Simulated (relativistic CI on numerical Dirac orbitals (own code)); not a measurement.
**Spin-allowed bands of a d2 ion in an octahedral site, by hand**

Problem. Take Δ = 27200 cm⁻¹ and B = 440 cm⁻¹ for a d2 ion in an octahedral site. Calculate the three spin-allowed bands.

Working.
1. The terms of highest spin are 3F (energy 0) and 3P (15B = 6600 cm⁻¹). Here the F term splits into A2 at +1.2Δ = 32640, T2 at +0.2Δ = 5440 and T1 at −0.6Δ = -16320 cm⁻¹.
2. The two T1 states mix through the element 0.4Δ: H = [[-16320, 10880], [10880, 6600]], with roots ½(H₁₁ + H₂₂) ∓ ½√[(H₂₂ − H₁₁)² + 4H₁₂²] = ½(-9720) ∓ ½(31604) = -20662 and 10942 cm⁻¹.
3. The ground term is 3T1 at -20662 cm⁻¹.
4. Bands: 3T2 26102 cm⁻¹ (383 nm), 3T1(P) 31604 cm⁻¹ (316 nm), 3A2 53302 cm⁻¹ (188 nm).

Check. Exact diagonalisation of the whole d2 shell with these parameters gives 3T2 26102, 3T1 31604, 3A2 53302 cm⁻¹. The match is exact, since without spin-orbit coupling no other term has this spin. The ratio of the second band to the first, 1.211, depends on Δ/B = 61.8 alone, which is how a Tanabe-Sugano diagram is read.
